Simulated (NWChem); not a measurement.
Species: C$_{2}$H$_{4}$ClNSi; SMILES [SiH2](CC#N)Cl

```xyz
9

N     -1.0708    -2.6226    -0.3090
C     -0.2290    -1.9398     0.0985
C      0.8187    -1.0621     0.5788
Si     0.8758     0.6159    -0.3064
Cl    -0.8443     1.6665     0.1224
H      0.6913    -0.8846     1.6597
H      1.8003    -1.5489     0.4427
H      2.0485     1.3644     0.2220
H      0.9779     0.4156    -1.7751
```
Atoms are numbered in this order, from 1.

Structure relaxed at the PBE0/def2-SVP level.

**Question.** Give the principal values of the shielding tensors (ppm) of N1, C2, C3, Si4, Cl5 from BHandHLYP/pcSseg-1, GIAO (NWChem), with their diamagnetic and paramagnetic parts as GIAO splits them.

**Answer.** 
```tsv
atom	σ11	σ22	σ33	isotropic	diamagnetic	paramagnetic
N1	-232.4	-217.9	305.9	-48.1	339.1	-387.3
C2	-57.3	-51.6	293.1	61.4	260.0	-198.5
C3	170.9	181.9	185.4	179.4	255.2	-75.8
Si4	328.8	365.6	408.0	367.5	878.1	-510.7
Cl5	941.0	1019.1	1035.5	998.5	1148.7	-150.2
```
